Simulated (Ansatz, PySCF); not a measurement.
This Ansatz (an electronic-structure program) input computes a CCSD(T)/cc-pVDZ energy:

Ansatz 0.2 input:
```yaml
crystal:
  periodic: [false, false, false]
  atoms:
    - {symbol: C, position_ang: [0.05376432, -0.05495473, 0.69375621]}
    - {symbol: F, position_ang: [0.56897243, 0.96305033, -0.20189947]}
    - {symbol: F, position_ang: [-0.60481531, -0.92641384, -0.26060467]}
basis:
  gaussian:
    orbitals: cc-pVDZ
total_charge: -1
magnetization: {spin_polarized: true, initial_magnetization: 1}
correlation: {method: ccsd_t, electrons: outside_noble_gas}
```

Problem. Write an input for the same energy in PySCF and say what it gives.

Solution. 
```python
from pyscf import gto, scf, mp, cc as ccmod

mol = gto.M(
    atom='''
    C     0.05376432   -0.05495473    0.69375621
    F     0.56897243    0.96305033   -0.20189947
    F    -0.60481531   -0.92641384   -0.26060467
    ''',
    basis='cc-pvdz',
    charge=-1,
    spin=1,
    verbose=4,
)

mf = scf.UHF(mol)
mf.conv_tol = 1e-10
mf.max_cycle = 100
mf.kernel()
mo, _, stable, _ = mf.stability(return_status=True)
if not stable:
    mf.kernel(mf.make_rdm1(mo, mf.mo_occ))
mp2 = mp.MP2(mf, frozen=3).run()
cc = ccmod.CCSD(mf, frozen=3)
cc.max_cycle = 100
cc.kernel()
et = cc.ccsd_t()
print(f'E(CCSD(T)) = {cc.e_tot + et:.9f}')
```
It gives -237.14921 Eh, and Ansatz -237.14920 Eh, a difference of 0.01 mEh.
